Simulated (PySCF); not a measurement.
Bond stretch in Li₂ (cation, charge +1), doublet.

Computed with: UKS-PBE = unrestricted PBE/cc-pVDZ (PySCF); ROKS-LDA (SVWN5) = restricted open-shell LDA (SVWN5)/cc-pVDZ run with PySCF; ROHF/cc-pVDZ (PySCF); UCCSD(T) = PySCF 2.14.0 with CCSD(T) on UHF/cc-pVDZ.

Energies relative to the lowest point of each curve near equilibrium, in kcal/mol:

```tsv
R / Å	UKS-PBE	ROKS-LDA (SVWN5)	ROHF
2.45	6.4	6.4	8.1
2.61	3.3	3.3	4.3
2.74	1.6	1.7	2.3
2.93	0.3	0.4	0.6
3.14	0.0	0.0	0.0
3.99	3.9	3.7	4.4
4.84	9.2	9.0	12.1
5.85	12.9	12.9	19.6
6.52	13.8	13.9	22.9
7.86	13.5	13.8	26.7
8.64	12.9	13.3	27.8
9.62	12.2	12.5	28.5
```

Task: Predict the corresponding UCCSD(T) column.

Result: 2.45: 7.7; 2.61: 4.1; 2.74: 2.2; 2.93: 0.6; 3.14: 0.0; 3.99: 4.5; 4.84: 12.2; 5.85: 19.7; 6.52: 23.0; 7.86: 26.8; 8.64: 27.9; 9.62: 28.5 (kcal/mol).

At the longest distance UKS-PBE, ROKS-LDA (SVWN5) leaves fractional charges on the fragments, a sign of delocalisation error or of the restricted form.
